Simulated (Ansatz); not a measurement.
## A relaxation, step by step

BH5SeO, singlet, PBE0-D4/def2-TZVP (Ansatz 0.2.0). Settings:

```yaml
hamiltonian: {xc: pbe0, dispersion: d4}
relax: {f_tol: 0.005, max_steps: 200}
```

Start, a step off a saddle point along its unstable mode:

```csv
atom,x (Å),y (Å),z (Å)
B1,-0.1455,-0.7050,-0.1195
O2,0.1752,0.6140,-1.0009
H3,0.7948,-1.4502,-0.1283
H4,-1.2282,-1.1407,-0.4329
H5,0.0575,1.0693,-0.2049
Se6,-0.2836,0.4337,1.6231
H7,-0.5255,0.7421,-1.6739
H8,1.1554,0.4364,1.9371
```

```
              step  energy less the last (meV)  largest force component (eV/Å)
                 1                       508.9                           4.796
                 2                       123.8                           0.617
                 3                        34.5                           0.402
                 4                         9.5                           0.420
5 (rejected trial)                        14.0                           0.212
                 6                         1.5                           0.082
                 7                         0.4                           0.082
                 8                         0.1                           0.015
                 9                         0.0                           0.007
                10                         0.0                           0.002
```

Step 4, positions (Å) and forces (eV/Å):

| atom | x | y | z | Fx | Fy | Fz |
| --- | --- | --- | --- | --- | --- | --- |
| B1 | -0.144 | -0.697 | -0.014 | 0.069 | 0.200 | -0.123 |
| O2 | 0.161 | 0.585 | -1.105 | 0.000 | 0.339 | 0.420 |
| H3 | 0.824 | -1.386 | -0.122 | -0.055 | -0.067 | 0.015 |
| H4 | -1.214 | -1.105 | -0.373 | 0.021 | -0.064 | 0.059 |
| H5 | 0.103 | 1.340 | -0.470 | 0.031 | -0.361 | -0.386 |
| Se6 | -0.295 | 0.293 | 1.741 | -0.014 | -0.046 | 0.046 |
| H7 | -0.574 | 0.669 | -1.724 | -0.033 | 0.004 | -0.023 |
| H8 | 1.138 | 0.301 | 2.066 | -0.018 | -0.006 | -0.007 |

Step 6, positions (Å) and forces (eV/Å):

```json
{"atom": "B1", "x": "-0.137", "y": "-0.674", "z": "-0.018", "Fx": "-0.008", "Fy": "-0.017", "Fz": "0.082"}
{"atom": "O2", "x": "0.161", "y": "0.596", "z": "-1.095", "Fx": "-0.045", "Fy": "-0.066", "Fz": "-0.008"}
{"atom": "H3", "x": "0.810", "y": "-1.392", "z": "-0.121", "Fx": "0.032", "Fy": "0.030", "Fz": "-0.032"}
{"atom": "H4", "x": "-1.205", "y": "-1.109", "z": "-0.351", "Fx": "-0.022", "Fy": "0.043", "Fz": "-0.058"}
{"atom": "H5", "x": "0.095", "y": "1.371", "z": "-0.509", "Fx": "0.014", "Fy": "0.011", "Fz": "0.038"}
{"atom": "Se6", "x": "-0.298", "y": "0.269", "z": "1.760", "Fx": "0.005", "Fy": "-0.004", "Fz": "-0.026"}
{"atom": "H7", "x": "-0.562", "y": "0.653", "z": "-1.733", "Fx": "0.002", "Fy": "-0.009", "Fz": "-0.030"}
{"atom": "H8", "x": "1.137", "y": "0.287", "z": "2.067", "Fx": "0.022", "Fy": "0.013", "Fz": "0.034"}
```

Step 8, positions (Å) and forces (eV/Å):

```csv
atom,x,y,z,Fx,Fy,Fz
B1,-0.137,-0.675,-0.015,0.005,0.015,0.009
O2,0.156,0.592,-1.097,-0.008,0.001,0.000
H3,0.815,-1.385,-0.129,0.000,-0.005,0.002
H4,-1.208,-1.099,-0.354,-0.005,-0.001,-0.004
H5,0.089,1.370,-0.513,0.004,-0.005,0.001
Se6,-0.293,0.273,1.761,0.012,-0.012,-0.001
H7,-0.561,0.644,-1.741,0.002,0.000,-0.005
H8,1.140,0.279,2.088,-0.010,0.005,-0.003
```

Last step (10):

| atom | x (Å) | y (Å) | z (Å) |
| --- | --- | --- | --- |
| B1 | -0.1378 | -0.6747 | -0.0141 |
| O2 | 0.1563 | 0.5925 | -1.0943 |
| H3 | 0.8125 | -1.3873 | -0.1299 |
| H4 | -1.2095 | -1.0972 | -0.3541 |
| H5 | 0.0844 | 1.3700 | -0.5106 |
| Se6 | -0.2917 | 0.2687 | 1.7627 |
| H7 | -0.5554 | 0.6435 | -1.7444 |
| H8 | 1.1413 | 0.2843 | 2.0847 |

Hardware: 4 CPU threads of an Intel Xeon, shared host. Wall time about 53 s.
